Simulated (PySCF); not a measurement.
r2SCAN on Ni⁻ (nickel, charge -1), [Ar] 3d9 4s2, 2D determinant. Computed with PySCF 2.14 in x2c-QZVPPall with one added diffuse shell each of s, p, d, f, g type (12s8p7d5f3g, 133 functions), with the spin-free X2C one-electron Hamiltonian (Gaussian nucleus).

```
cycle= 1 E= -1520.49259838657  delta_E= 0.0845  |g|= 0.751  |ddm|= 0.646
cycle= 2 E= -1519.7964651052  delta_E= 0.696  |g|= 2.12  |ddm|= 0.913
cycle= 3 E= -1520.57903738862  delta_E= -0.783  |g|= 0.365  |ddm|= 0.544
cycle= 4 E= -1520.61427076999  delta_E= -0.0352  |g|= 0.103  |ddm|= 0.266
cycle= 5 E= -1520.61715878072  delta_E= -0.00289  |g|= 0.0054  |ddm|= 0.046
cycle= 6 E= -1520.61716673863  delta_E= -7.96e-06  |g|= 0.00383  |ddm|= 0.024
cycle= 7 E= -1520.61717165081  delta_E= -4.91e-06  |g|= 0.000373  |ddm|= 0.0152
cycle= 8 E= -1520.61717197635  delta_E= -3.26e-07  |g|= 0.000165  |ddm|= 0.00664
cycle= 9 E= -1520.61717202813  delta_E= -5.18e-08  |g|= 2.56e-05  |ddm|= 0.00237
cycle= 10 E= -1520.61717203282  delta_E= -4.69e-09  |g|= 2.76e-05  |ddm|= 0.000736
cycle= 11 E= -1520.61717203323  delta_E= -4.11e-10  |g|= 3.85e-06  |ddm|= 0.000112
converged SCF energy = -1520.61717203323  <S^2> = 0.76193766  2S+1 = 2.0119022
```

Highest occupied orbital energy: 2.544 eV; ⟨L²⟩ = 6.05; populations by l: s 8.00, p 12.00, d 9.00, f 0.00.

(1) Can this result be used?

## Answers

(1) With care. Self-consistency was reached. At r2SCAN the highest occupied level has a positive energy, so only the finite basis holds that electron; in a semilocal or global hybrid functional this comes from self-interaction and does not mean that the real anion is unbound.
